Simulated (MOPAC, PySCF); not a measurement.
H4S4Si, SMILES `S[Si](S)(S)S`, neutral singlet in the gas phase. 

Z-matrix (Å, degrees):
```
Si
S 1 2.1404
H 2 1.3443 1 93.46
S 1 2.1404 2 114.10 3 57.44
H 4 1.3443 1 93.46 2 57.43
S 1 2.1404 2 114.10 3 -57.40
H 6 1.3443 1 93.46 2 -57.38
S 1 2.1404 2 100.56 3 -179.99
H 8 1.3443 1 93.46 2 -179.98
```
Charge 0, spin multiplicity 1.

All levels are single points at this geometry (B3LYP-D3(BJ)/def2-TZVP); Pople sets use spherical d functions. Orbital energies aren't observables, and empty levels follow the basis.

B3LYP/3-21G in PySCF gives gap (eV) = 6.31.

Task: Estimate the gap (eV) from each of these levels: B3LYP-D3(BJ)/def2-TZVP in PySCF; PBE-D3(BJ)/def2-TZVP in PySCF; B3LYP/6-311+G** in PySCF; B3LYP/LANL2DZ in PySCF; BP86/6-31G* in PySCF; PBE/6-31G* in PySCF; HF/3-21G in PySCF; HF/6-31G* in PySCF; HF/STO-3G in PySCF; AM1 in MOPAC; PM6 in MOPAC; PM7 in MOPAC.

Result: 
| level | gap (eV) |
|---|---|
| B3LYP-D3(BJ)/def2-TZVP in PySCF | 5.87 |
| PBE-D3(BJ)/def2-TZVP in PySCF | 4.25 |
| B3LYP/6-311+G** in PySCF | 5.91 |
| B3LYP/LANL2DZ in PySCF | 6.30 |
| BP86/6-31G* in PySCF | 4.39 |
| PBE/6-31G* in PySCF | 4.40 |
| HF/3-21G in PySCF | 13.27 |
| HF/6-31G* in PySCF | 12.94 |
| HF/STO-3G in PySCF | 15.64 |
| AM1 in MOPAC | 7.50 |
| PM6 in MOPAC | 8.11 |
| PM7 in MOPAC | 7.58 |
